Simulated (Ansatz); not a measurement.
`Cl[BH][GaH2]` + H₂O → `[OH][GaH2]` + `BCl` at 500 K and 1 bar (formal hydrolysis of a Ga–B bond).

Isolated molecules relaxed with PBE0-D4/def2-TZVP in Ansatz; ΔE leaves out vibrations. CCSD(T)/CBS adds triple-zeta CCSD(T) − MP2 to the extrapolated MP2 energy (def2 sets, frozen cores). This one scheme is used for every species. For Ga outer-core shells are correlated without core-valence functions, which leaves a few kJ/mol of doubt a bond. Scalar relativity is left out up to krypton.

```tsv
species	CCSD(T)/CBS energy (Eh)	H − E (kJ/mol)	S (J/(mol·K))
`Cl[BH][GaH2]`	-2410.30850	102.6	357.3
H₂O	-76.37941	73.2	206.3
`[OH][GaH2]`	-2000.92981	96.0	296.8
`BCl`	-485.78909	75.1	258.0
```

H − E and S are ideal-gas, rigid-rotor, harmonic terms from PBE0-D4/def2-TZVP. 1 Eh = 2625.50 kJ/mol, R = 8.31446 J/(mol·K).

**Question.** By hand: ΔE, ΔH, ΔS and ΔG.

**Answer.** ΔE = (-2000.92981) + (-485.78909) − (-2410.30850) − (-76.37941) = -0.03099 Eh = -81.4 kJ/mol. Δ(H − E) = 96.0 + 75.1 − 102.6 − 73.2 = -4.7, so ΔH = -86.1 kJ/mol. ΔS = 296.8 + 258.0 − 357.3 − 206.3 = -8.8 J/(mol·K). ΔG = -86.1 − 500 × (-8.8)/1000 = -81.7 kJ/mol.

**Question.** By hand: the equilibrium constant, and the temperature at which ΔG would vanish if ΔH and ΔS stayed fixed.

**Answer.** log₁₀ K = −ΔG/(RT ln 10) = 8.5. ΔG = 0 at ΔH/ΔS = 9784 K, far beyond where these terms or the molecules hold.

The number of gas molecules stays the same, so ΔS is small and ΔH decides. A doubt of 5 kJ/mol in ΔE shifts log₁₀ K by 0.5 here. These are equilibria of isolated gas molecules and say nothing of rates. Largest T1 diagnostic: 0.015 (customary marks: 0.02 for closed shells, 0.045 for open ones).
